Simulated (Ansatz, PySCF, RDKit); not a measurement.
C2H4 (SMILES C=C) and H4OSi (SMILES O[SiH3]) are pulled apart as rigid monomers along the line of their centres of mass, from the B3LYP-D3(BJ)/def2-TZVP minimum. Starting geometry (charge 0, multiplicity 1):
```xyz
12

C      0.6359     0.5771     0.2490
C     -0.0404    -0.5603     0.1469
H      0.1645     1.4910     0.5903
H      1.6860     0.6407    -0.0089
H      0.4294    -1.4733    -0.1983
H     -1.0918    -0.6222     0.4008
O      0.6735    -0.5030     3.4006
Si    -0.6412     0.2345     4.0659
H      0.7500    -0.4626     2.4388
H     -0.6724     1.6885     3.7615
H     -0.5400     0.0361     5.5257
H     -1.9134    -0.3515     3.5701
```

Interaction energies with rigid monomers; basis-set methods are counterpoise corrected unless marked otherwise.

Correlated levels freeze the cores. Rows in 6-311+G** carry no dispersion term and start afresh at each structure.

The values were computed with Ansatz (a first-principles code) with Gaussian orbitals; PySCF for 6-311+G** rows, the dispersion terms; RDKit for the force fields. Each number belongs to the level named beside it.

| C2···H9 (Å) | MMFF94 (kcal/mol) | HF/aug-cc-pV(D+d)Z (kcal/mol) | PBE-D4/def2-TZVPPD (kcal/mol) | B3LYP/6-311+G** (no counterpoise) (kcal/mol) | MP2/aug-cc-pV(D+d)Z (kcal/mol) |
|---|---|---|---|---|---|
| 2.21 | 3.00 | 1.53 | -3.82 | -0.85 | (withheld) |
| 2.43 | -0.57 | -0.66 | -4.34 | -2.06 | -3.09 |
| 2.76 | -1.87 | -1.59 | -3.67 | (withheld) | -2.92 |
| 3.32 | -1.35 | -1.28 | -2.09 | -1.31 | -1.77 |
| 4.25 | -0.54 | -0.56 | -0.74 | -0.50 | -0.67 |

What belongs in the gaps?


- 2.76, B3LYP/6-311+G** (no counterpoise) (kcal/mol): -2.14
- 2.21, MP2/aug-cc-pV(D+d)Z (kcal/mol): -2.10
